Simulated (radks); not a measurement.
Q: Sn45+, configuration [He] 2s2 2p1. All-electron calculation, Dirac Kohn-Sham, BLYP, spin-unpolarised, spherical densities, finite nucleus; open shells fill j = l - 1/2 first; Fermi nuclear charge, rms radius 4.6519 fm. Program: a radial shooting solver on a logarithmic mesh with Libxc functionals. Some entries of the table are withheld. Estimate them.

orbital,occ.,eigenvalue (hartree),<r^2> (bohr^2),<1/r> (bohr^-1)
1s1/2,2,(1),0.001132,(2)
2s1/2,2,-287.5282,(3),13.07
2p1/2,1,-282.1659,(4),(5)
2p3/2,0,-272.3691,(6),(7)

A: 
(1) 1s1/2 eigenvalue (hartree): -1216.694
(2) 1s1/2 <1/r> (bohr^-1): 53.23
(3) 2s1/2 <r^2> (bohr^2): 0.01653
(4) 2p1/2 <r^2> (bohr^2): 0.01195
(5) 2p1/2 <1/r> (bohr^-1): 13.00
(6) 2p3/2 <r^2> (bohr^2): 0.01300
(7) 2p3/2 <1/r> (bohr^-1): 12.12
